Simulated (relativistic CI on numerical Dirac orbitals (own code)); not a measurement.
## Spin-allowed bands of a d8 ion in an octahedral site, by hand

Problem. Take Δ = 9900 cm⁻¹ and B = 900 cm⁻¹ for a d8 ion in an octahedral site. Calculate the three spin-allowed bands.

Working.
1. The terms of highest spin are 3F (energy 0) and 3P (15B = 13500 cm⁻¹). Here the F term splits into A2 at −1.2Δ = -11880, T2 at −0.2Δ = -1980 and T1 at +0.6Δ = 5940 cm⁻¹.
2. The two T1 states mix through the element 0.4Δ: H = [[5940, 3960], [3960, 13500]], with roots ½(H₁₁ + H₂₂) ∓ ½√[(H₂₂ − H₁₁)² + 4H₁₂²] = ½(19440) ∓ ½(10949) = 4246 and 15194 cm⁻¹.
3. The ground term is 3A2 at -11880 cm⁻¹.
4. Bands: 3T2 9900 cm⁻¹ (1010 nm), 3T1(F) 16126 cm⁻¹ (620 nm), 3T1(P) 27074 cm⁻¹ (369 nm).

Check. Exact diagonalisation of the whole d8 shell with these parameters gives 3T2 9900, 3T1 16126, 3T1 27074 cm⁻¹. The match is exact, since without spin-orbit coupling no other term has this spin. The ratio of the second band to the first, 1.629, depends on Δ/B = 11.0 alone, which is how a Tanabe-Sugano diagram is read.
